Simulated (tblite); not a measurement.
Species: C2H3B2F2N.
Numbering: `[NH2:1][BH:2][C:3]#[C:4][B:5]([F:6])[F:7]` (hydrogens: H8, H9 on N1; H10 on B2)

Computed with GFN2-xTB (tblite), gas phase: Langevin dynamics at 300 K from the optimised GFN2-xTB geometry, time step 0.5 fs, friction 0.01 fs⁻¹, 2000 steps. The instantaneous temperature is 2·E(kin)/(3Nk) with all 3N coordinates.

| t (fs) | T (K) | E(pot) above start (eV) | N1–B2 (Å) | B2–C3 (Å) | C3≡C4 (Å) | C4–B5 (Å) | B5–F6 (Å) | N1–H8 (Å) |
| --- | --- | --- | --- | --- | --- | --- | --- | --- |
| 0 | 254 | 0.000 | 1.379 | 1.522 | 1.214 | 1.508 | 1.322 | 1.006 |
| 25 | 224 | 0.116 | 1.388 | 1.502 | 1.224 | 1.545 | 1.320 | 1.001 |
| 50 | 208 | 0.148 | 1.385 | 1.537 | 1.208 | 1.515 | 1.308 | 1.010 |
| 75 | 310 | 0.136 | 1.371 | 1.530 | 1.205 | 1.501 | 1.339 | 1.001 |
| 100 | 214 | 0.209 | 1.384 | 1.507 | 1.231 | 1.476 | 1.328 | 1.002 |
| 125 | 261 | 0.221 | 1.375 | 1.540 | 1.200 | 1.497 | 1.305 | 1.031 |
| 150 | 273 | 0.296 | 1.377 | 1.576 | 1.205 | 1.511 | 1.306 | 0.983 |
| 175 | 266 | 0.347 | 1.374 | 1.506 | 1.251 | 1.478 | 1.290 | 1.012 |
| 200 | 317 | 0.292 | 1.347 | 1.528 | 1.214 | 1.514 | 1.314 | 1.035 |
| 225 | 285 | 0.238 | 1.371 | 1.524 | 1.205 | 1.477 | 1.341 | 0.975 |
| 250 | 228 | 0.398 | 1.389 | 1.552 | 1.232 | 1.497 | 1.360 | 1.036 |
| 275 | 311 | 0.308 | 1.393 | 1.548 | 1.218 | 1.494 | 1.346 | 0.986 |
| 300 | 318 | 0.359 | 1.387 | 1.484 | 1.208 | 1.472 | 1.346 | 1.015 |
| 325 | 431 | 0.261 | 1.389 | 1.567 | 1.214 | 1.535 | 1.352 | 1.042 |
| 350 | 340 | 0.401 | 1.402 | 1.548 | 1.228 | 1.481 | 1.325 | 0.999 |
| 375 | 301 | 0.358 | 1.386 | 1.530 | 1.198 | 1.545 | 1.380 | 1.038 |
| 400 | 309 | 0.231 | 1.380 | 1.479 | 1.201 | 1.481 | 1.339 | 0.964 |
| 425 | 248 | 0.301 | 1.392 | 1.587 | 1.234 | 1.498 | 1.315 | 1.070 |
| 450 | 337 | 0.353 | 1.388 | 1.567 | 1.233 | 1.488 | 1.297 | 0.979 |
| 475 | 397 | 0.423 | 1.385 | 1.502 | 1.195 | 1.505 | 1.327 | 1.014 |
| 500 | 384 | 0.504 | 1.365 | 1.515 | 1.201 | 1.463 | 1.294 | 1.048 |
| 525 | 367 | 0.544 | 1.370 | 1.564 | 1.220 | 1.504 | 1.306 | 0.959 |
| 550 | 496 | 0.574 | 1.391 | 1.556 | 1.225 | 1.529 | 1.362 | 1.048 |
| 575 | 508 | 0.352 | 1.399 | 1.540 | 1.203 | 1.493 | 1.323 | 0.998 |
| 600 | 371 | 0.396 | 1.402 | 1.521 | 1.224 | 1.499 | 1.330 | 0.990 |
| 625 | 347 | 0.474 | 1.358 | 1.500 | 1.210 | 1.600 | 1.358 | 1.058 |
| 650 | 405 | 0.331 | 1.362 | 1.618 | 1.222 | 1.501 | 1.299 | 0.979 |
| 675 | 319 | 0.407 | 1.359 | 1.559 | 1.238 | 1.525 | 1.313 | 1.012 |
| 700 | 292 | 0.426 | 1.376 | 1.524 | 1.210 | 1.498 | 1.319 | 1.052 |
| 725 | 405 | 0.267 | 1.370 | 1.527 | 1.206 | 1.544 | 1.334 | 0.976 |
| 750 | 368 | 0.344 | 1.351 | 1.526 | 1.225 | 1.534 | 1.298 | 1.018 |
| 775 | 316 | 0.290 | 1.359 | 1.526 | 1.225 | 1.530 | 1.299 | 1.041 |
| 800 | 271 | 0.370 | 1.377 | 1.548 | 1.193 | 1.518 | 1.297 | 0.967 |
| 825 | 405 | 0.216 | 1.388 | 1.539 | 1.218 | 1.531 | 1.308 | 1.036 |
| 850 | 468 | 0.230 | 1.381 | 1.545 | 1.234 | 1.526 | 1.330 | 0.998 |
| 875 | 317 | 0.292 | 1.384 | 1.509 | 1.201 | 1.516 | 1.338 | 0.994 |
| 900 | 320 | 0.355 | 1.406 | 1.504 | 1.227 | 1.473 | 1.331 | 1.028 |
| 925 | 362 | 0.456 | 1.416 | 1.535 | 1.202 | 1.503 | 1.336 | 1.008 |
| 950 | 465 | 0.331 | 1.407 | 1.514 | 1.214 | 1.524 | 1.342 | 0.997 |
| 975 | 340 | 0.261 | 1.416 | 1.527 | 1.224 | 1.505 | 1.314 | 1.022 |
| 1000 | 274 | 0.240 | 1.384 | 1.533 | 1.224 | 1.515 | 1.333 | 1.022 |

**Question.** From 500 fs on, how do temperature and potential energy compare with equipartition?

**Answer.** The mean temperature of these 21 frames is 371 K against the target 300 K, and the mean potential energy 0.36 eV against 24 × kT/2 = 0.31 eV for 24 classical harmonic modes. For 10 atoms in a canonical ensemble the temperature itself scatters by T·√(2/(3N)) = 77 K; here its standard deviation is 67 K. These frames run hotter than the target by 24 %; at their own mean temperature equipartition would give 0.38 eV. The whole run lasts only 10 friction times of 100 fs, so these averages carry a wide statistical error.

**Question.** What are the kinetic and total energies of the listed frame with the highest potential energy?

**Answer.** The one at 550 fs, 0.574 eV above the start. Its kinetic energy is 3NkT/2 = 0.642 eV at 496 K, so the sum is 1.22 eV; over the listed frames the sum runs from 0.33 to 1.22 eV, since the thermostat adds and removes energy.

**Question.** How much do the listed bonds fluctuate from 500 fs on?

**Answer.** 
```tsv
bond	at the start (Å)	mean (Å)	standard deviation (Å)
N1–B2	1.379	1.382	0.019
B2–C3	1.522	1.535	0.025
C3≡C4	1.214	1.216	0.012
C4–B5	1.508	1.516	0.027
B5–F6	1.322	1.322	0.019
N1–H8	1.006	1.012	0.028
```

The motion is classical and holds no zero-point motion.

What follows is the cost of the whole dynamics run. Hardware: Intel Xeon Platinum 8559C, one thread, on a shared host. Cost: 6.2 s, 0.18 GiB resident at most.
